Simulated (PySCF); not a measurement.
SCF from a fresh guess for singlet SeOI₂, at the B3LYP minimum. PySCF input:

```python
from pyscf import gto, scf, dft
mol = gto.M(atom='''
Se    -0.795726    -0.650771    -0.615315
O     -1.881036     0.205154    -1.454559
I     -0.890910     0.191979     1.914843
I      1.629092     0.191979    -1.344024''',
    basis={'Se': 'def2-SVP', 'O': 'def2-SVP', 'I': 'def2-SVP'},
    ecp={'I': 'def2-SVP'},
    charge=0, spin=0)
mf = dft.RKS(mol, xc='PBE')
mf.grids.atom_grid = (50, 194)
aux = {'Se': 'def2-universal-JKFIT', 'O': 'def2-universal-JKFIT', 'I': 'def2-universal-JKFIT'}
mf = mf.density_fit(auxbasis=aux)
mf.conv_tol = 1e-08
mf.diis_space = 10
mf.max_cycle = 60
mf.init_guess = 'huckel'
mf.verbose = 4
mf.kernel()
```

Excerpt of the output (cycles and frontier levels):

```
init E= -3070.68922880519
  HOMO = -0.281856338654539  LUMO = -0.153487864107588  gap/eV = 3.49308
cycle= 1 E= -3065.33010262738  delta_E= 5.36  |g|= 3.87  |ddm|= 5.77
  HOMO = -0.0205606424396071  LUMO = -0.0139272480661904  gap/eV = 0.18050
cycle= 2 E= -3045.3517176882  delta_E=   20  |g|= 6.48  |ddm|= 12.1
  HOMO = -0.238273494528748  LUMO = -0.0565741959902083  gap/eV = 4.94429
cycle= 3 E= -3069.9479338857  delta_E= -24.6  |g|= 2.17  |ddm|= 10.4
  HOMO = -0.163062214605513  LUMO = -0.144852074435608  gap/eV = 0.49552
cycle= 4 E= -3069.24825088542  delta_E=  0.7  |g|= 2.32  |ddm|= 5.01
  HOMO = -0.211808177785975  LUMO = -0.112867512370676  gap/eV = 2.69231
cycle= 5 E= -3070.95025944683  delta_E= -1.7  |g|= 1.31  |ddm|=  4.3
  HOMO = -0.235490497843035  LUMO = -0.180729056255762  gap/eV = 1.49013
cycle= 6 E= -3071.24863221576  delta_E= -0.298  |g|= 0.587  |ddm|=    2
  HOMO = -0.239510223792774  LUMO = -0.169096535022559  gap/eV = 1.91605
... 10 lines left out ...
cycle= 12 E= -3071.37165779853  delta_E= -1.87e-05  |g|= 0.00291  |ddm|= 0.0108
  HOMO = -0.243360498807687  LUMO = -0.167114933536416  gap/eV = 2.07475
cycle= 13 E= -3071.37165986404  delta_E= -2.07e-06  |g|= 0.00037  |ddm|= 0.00299
  HOMO = -0.2433586492725  LUMO = -0.167121427309087  gap/eV = 2.07452
cycle= 14 E= -3071.37165990753  delta_E= -4.35e-08  |g|= 0.000131  |ddm|= 0.000553
  HOMO = -0.243355443219346  LUMO = -0.167117097908838  gap/eV = 2.07455
cycle= 15 E= -3071.37165991177  delta_E= -4.24e-09  |g|= 1.62e-05  |ddm|= 0.00014
  HOMO = -0.24335672327705  LUMO = -0.167118904955922  gap/eV = 2.07454
Extra cycle  E= -3071.37165991174  delta_E= 2.59e-11  |g|= 1.8e-05  |ddm|= 4.93e-05
converged SCF energy = -3071.37165991174
```

No lower solution of this spin was found by a stability analysis within the restricted form, which does not test spin polarisation.

The search for the lowest solution, with the stability check, took 12 s on 2 threads of a shared Intel Xeon 6975P-C (Granite Rapids) host, with 98 basis functions; the process peaked at 0.32 GiB.
